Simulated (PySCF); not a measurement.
B3LYP has the VWN-RPA correlation part, as in Gaussian. Excitations are Tamm–Dancoff values on a coarser integration grid. The basis has no diffuse functions, so Rydberg states are missing or too high.

# H4Br2N2Si, SMILES `N[Si](N)(Br)Br` (charge 0, multiplicity 1)

Method: B3LYP-D3(BJ)/def2-TZVP in PySCF 2.14.0.

- HOMO = -7.53 eV
- dipole moment = 0.527 e·Å
- HOMO–LUMO gap = 7.33 eV
- LUMO = -0.20 eV
- S1 excitation (TDA) = 6.32 eV
- S1 oscillator strength = 0.003
- brightest of the four lowest singlets (TDA) = 6.85 eV
- T1 excitation (TDA) = 5.95 eV
- S1–T1 gap (TDA) = 0.37 eV
- total energy = -5550.0465 Ha
- cost = roughly 4 core-minutes

```xyz
9

N      1.4715    -0.1777    -0.0498
Si    -0.1110     0.4217     0.0188
N     -1.1927    -0.8813     0.0026
Br    -0.7659     1.7180    -1.6896
Br    -0.1405     1.7250     1.8432
H      1.7374    -0.8079    -0.7911
H      2.2445     0.3760     0.2824
H     -2.1451    -0.7536    -0.2993
H     -1.0982    -1.6201     0.6828
```
